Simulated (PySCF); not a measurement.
C4H3F, SMILES F/C=C\C#C. Heavy atoms are numbered as in [CH:1]#[C:2]/[CH:3]=[CH:4]\[F:5]. Hydrogens are named by the atom that carries them.

Coordinates come from a B3LYP-D3(BJ)/def2-SVP optimisation. The structure was generated by enumeration; whether it is a known compound was not checked.

Level of theory: PBE/pcSseg-1 (PySCF).

GIAO shieldings, no solvent; atoms alike by connectivity are averaged. δ = σ(ref) − σ: ¹³C against TMS (σ = 182.0 ppm); ¹⁹F against CFCl3 (σ = 133.6 ppm); ¹H against TMS (σ = 31.49 ppm), references at their B3LYP-D3(BJ)/def2-TZVP geometries, non-relativistic.

Q: Estimate the chemical shifts. (Estimate from the structure and the level; the computed values follow.)

A: 
```csv
nucleus,atoms,count,δ (ppm)
¹³C,C4 (CH),1,170.7
¹³C,C3 (CH),1,97.5
¹³C,C1 (CH),1,93.6
¹³C,C2,1,81.0
¹⁹F,F5,1,-107.1
¹H,H on C4,1,7.12
¹H,H on C3,1,5.11
¹H,H on C1,1,3.47
```
